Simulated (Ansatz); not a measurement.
Program: Ansatz. Geometries: PBE0-D4/def2-TZVP. ΔE: electronic, gas phase. CCSD(T)/CBS is the MP2 limit (def2-TZVPP, def2-QZVPP) plus CCSD(T) − MP2 in def2-TZVPP, frozen cores. This one scheme is used for every species. DFT in def2-TZVPP. Each species was taken in one conformer, which may not be the lowest.

Consider the formal hydrolysis of the Al–Cl bond: `C[NH][Al]([F])[Cl]` + H₂O → `C[NH][Al]([OH])[F]` + HCl.

Problem. Is it downhill or uphill in electronic energy at CCSD(T)/CBS, and by how much? (Best estimate.)

Solution. The calculation gave: Uphill: ΔE = +30.0 kJ/mol.

Problem. What do these levels give: r2SCAN-D4, PBE0-D4, ωB97M-V, MP2/def2-TZVPP, SCS-MP2/def2-TZVPP, HF/CBS(def2)? (Best estimate.)

Solution. Ansatz gave: r2SCAN-D4 29.0, PBE0-D4 32.5, ωB97M-V 27.9, MP2/def2-TZVPP 26.9, SCS-MP2/def2-TZVPP 24.4, HF/CBS(def2) 29.6 kJ/mol.

Largest T1 diagnostic among the species: 0.011.

In def2-TZVPP, CCSD(T) changes the Hartree–Fock value by −4.9 kJ/mol (the triples alone add +0.4 kJ/mol) and MP2 by −3.3 kJ/mol.
